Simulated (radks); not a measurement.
Task: The mean radii <r> (bohr) of the occupied orbitals of an atom or ion are listed with their occupations. All-electron calculation, scalar-relativistic Kohn-Sham, PBE, spin-polarised, spherical densities, point nucleus. Program: a radial shooting solver on a logarithmic mesh with Libxc functionals.

| orbital | occ. | <r> |
|---|---|---|
| 1s | 2 | 0.08573 |
| 2s | 2 | 0.4141 |
| 2p | 6 | 0.3767 |
| 3s | 2 | 1.406 |
| 3p | 6 | 1.664 |

Name the element and its charge. Open shells, if any, are filled with parallel spins first.

Result: Z = 18, argon, charge 0: Ar in [Ar]. The 1s radius gives Z: for a bare nucleus <r> = (2 gamma + 1)/(2Z) with gamma = sqrt(1 - (Z/c)^2), 0.08285 bohr for Z = 18, and screening makes it slightly larger (0.08573 here). The occupations add up to 18, and the charge is Z minus that.
